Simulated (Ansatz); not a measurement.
C₂H₅GeN, SMILES `C#[C][GeH2][NH2]`, charge 0, multiplicity 1.

(1) Give a relaxed structure at PBE0-D4/def2-TZVP (Ansatz 0.2.0). (Estimate.)

## Answers

(1) Ansatz gave: 
Cartesian coordinates in Å:
```
C -0.064 0.669 -2.345
C 0.222 0.455 -1.193
Ge 0.635 0.096 0.642
N -0.715 -0.777 1.526
H -0.313 0.859 -3.364
H 0.862 1.438 1.344
H 1.874 -0.805 0.677
H -1.576 -0.248 1.571
H -0.926 -1.688 1.143
```
Point group Cs.
This is one stationary point; other conformers may exist.
